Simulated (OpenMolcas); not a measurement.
## Tm2+ in BaF2: curves along the breathing mode

Tm2+ with its 8 nearest fluoride ions, on the Ba site of BaF2 (a = 6.2001 Å, distance in the model lattice 2.685 Å). The rest of the host is ab initio model potentials to 7.6 Å and point charges beyond; the distance is set by hand and nothing relaxes. Ligand basis ANO-RCC-VDZP.

| Quantity | Value |
| --- | --- |
| Program | OpenMolcas 26.06 |
| Method | SS-CASPT2, IPEA 0.25 Eh, imaginary shift 0.1 Eh (closed shells correlated: 5s 5p and the ligand valence shells) |
| Basis | ANO-RCC-VDZP [7s6p4d2f1g] |
| Scalar Hamiltonian | DKH2, point nucleus |
| Active space | 13 electrons in 7 orbitals (4f) |
| State averaging | 2S+1 = 2 odd, 7 roots |
| Spin-orbit coupling | state interaction with AMFI integrals over the reference wave functions |

Spin-free energies (labels of O, the rotations of Oh) in cm-1 above the lowest fitted minimum, as all ligands move together:

| R (Å) | 2A2 | 2T2 | 2T1 |
| --- | --- | --- | --- |
| 2.377 | 3050 | 3720 | 3810 |
| 2.433 | 580 | 1140 | 1210 |
| 2.489 | 30 | 500 | 550 |
| 2.545 | 1170 | 1550 | 1620 |
| 2.601 | 3790 | 4090 | 4170 |
| 2.657 | 7730 | 8000 | 8040 |
| 2.713 | 12850 | 13060 | 13120 |

Cubic fits give the following; the wavenumber is harmonic, with the mass of all moving ligands, small differences in it between states hang on the degree of the fit, a number in brackets counts states of one label, and the table is a selection of at most 14 states with clean curves.

```tsv
State	R0 (Å)	Breathing mode (cm-1)	Minimum (cm-1)
2A2	2.479	349	0
2T2	2.482	350	480
2T1	2.482	351	540
```

For an f ion spin-orbit coupling outweighs the ligand field, so these spin-free curves are not those of observable levels.

Roots that are degenerate in the reference are averaged as groups; the widest CASPT2 spread within a group is 52 cm-1 (the 3-fold group of multiplicity 2 near 269 cm-1 above the lowest state of its run, R = 2.657). Shifts and gaps below about the spread of the groups concerned are not significant. Over all roots computed the reference weight is 0.64 in R = 2.377, 0.64 in R = 2.433, 0.64 in R = 2.489, 0.64 in R = 2.545, 0.64 in R = 2.601, 0.64 in R = 2.657, 0.64 in R = 2.713; a low but even weight reflects the number of correlated electrons. Splittings of an f shell from a small cluster at a set distance can be off by tens of per cent, mostly too small. No measured value stands beside these numbers.
